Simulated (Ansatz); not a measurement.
Input for Ansatz (a first-principles code): R-CCSD(T)/cc-pV(T+d)Z on SO2 (SMILES O=S=O). The basis file is the Basis Set Exchange's JSON of that set.

Ansatz 0.2 input:
```yaml
crystal:
  periodic: [false, false, false]
  atoms:
    - {symbol: S, position_ang: [-0.00000000, -0.00000000, 0.48775336]}
    - {symbol: O, position_ang: [0.00000000, 1.23858797, -0.24382668]}
    - {symbol: O, position_ang: [0.00000000, -1.23858797, -0.24382668]}
basis:
  gaussian:
    orbitals: cc-pV_T+d_Z.json
magnetization: {spin_polarized: false}
correlation: {method: ccsd_t, electrons: outside_noble_gas}
scf: {lower_state_search: off}
```

Output:

```
WARN ansatz: RAYON_NUM_THREADS=4 ignored (pool sized by the plan → 4); use --threads N
Functional definition: HF
these checks for a lower state are left out or cut short: stability, starts, cluster_reference, orbital_swaps, neighbouring_geometries, increment
integrals: 0.10 GiB planned
608 factors; integrals over basis functions are off by at most 7.3e-4 eV
mean field: 0.16 GiB planned
mean field evaluation 1: about -14889.1680 eV, gradient 4.5e1 eV
mean field evaluation 2: about -14889.1827 eV, gradient 4.5e1 eV
mean field evaluation 4: about -14892.8067 eV, gradient 2.7e0 eV
mean field evaluation 8: about -14892.8340 eV, gradient 3.0e-4 eV
mean field -14892.83396302 eV, -547.3015534155 hartree, gradient 1.7e-6 eV, S^2 0.000000; 0 other end points of the search recorded, 0 dependent functions left out
7 core orbitals not correlated
reference -14892.83396302 eV, -547.3015534155 hartree; 9, 9 occupied and 83, 83 virtual orbitals, 608 factors
second order -17.91951412 eV of doubles, -0.00000000 eV of singles
coupled cluster: 0.26 GiB planned
cycle   1  -16.95088969 eV  change    9.7e-1 eV  update   1.4e-1
cycle   2  -17.59239424 eV  change   -6.4e-1 eV  update   5.4e-2
cycle   3  -17.75125292 eV  change   -1.6e-1 eV  update   2.2e-2
cycle   4  -17.72311018 eV  change    2.8e-2 eV  update   6.1e-3
cycle   5  -17.72317406 eV  change   -6.4e-5 eV  update   2.6e-3
cycle   6  -17.72365093 eV  change   -4.8e-4 eV  update   6.6e-4
cycle   7  -17.72294590 eV  change    7.1e-4 eV  update   2.2e-4
cycle   8  -17.72297957 eV  change   -3.4e-5 eV  update   7.2e-5
cycle   9  -17.72299077 eV  change   -1.1e-5 eV  update   2.5e-5
cycle  10  -17.72297249 eV  change    1.8e-5 eV  update   9.1e-6
perturbative correction -0.92097214 eV, -0.0338451020 hartree
Total energy: -14911.47790765 eV, -547.9867057435 hartree
Checks for a lower state left out: stability, starts, cluster_reference, orbital_swaps, neighbouring_geometries, increment
```

The calculation finished and met its thresholds.

Cost: roughly 6 core-seconds.
